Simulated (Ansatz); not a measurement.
Consider the formal exchange of groups at a B–H bond: `BOCC` + `Sc1ccccc1` → `CCOBS` + `c1ccccc1`.

Program: Ansatz. Geometries: PBE0-D4/def2-TZVP. ΔE: electronic, gas phase. CBS: MP2 limit from def2 TZ/QZ plus the TZ coupled-cluster correction, frozen cores. Functionals use def2-TZVPP. Each species was taken in one conformer, which may not be the lowest.

(1) Is it downhill or uphill in electronic energy at CCSD(T)/CBS, and by how much? (Best estimate.)

(2) What do these levels give: ωB97M-V, B2PLYP, HF/def2-TZVPP, SCS-MP2/def2-QZVPP, HF/CBS(def2), MP2/CBS(def2)? (An estimate is asked.)

Largest T1 diagnostic among the species: 0.013.

## Answers

(1) Ansatz gave: Downhill: ΔE = -1.21 eV.

(2) Ansatz gave: ωB97M-V -1.23, B2PLYP -1.22, HF/def2-TZVPP -1.32, SCS-MP2/def2-QZVPP -1.17, HF/CBS(def2) -1.31, MP2/CBS(def2) -1.17 eV.

The D4 term adds +0.05 eV with B3LYP and +0.03 eV with PBE0; it sums over pairs of atoms, weighted by their polarisabilities, and B3LYP, whose exchange is more repulsive, gets the larger term. From PBE to PBE0 (25 % exact exchange), in def2-TZVPP and without D4, ΔE moves by −0.04 eV.

B3LYP here is the variant with VWN-RPA as its local correlation; programs differ in this.
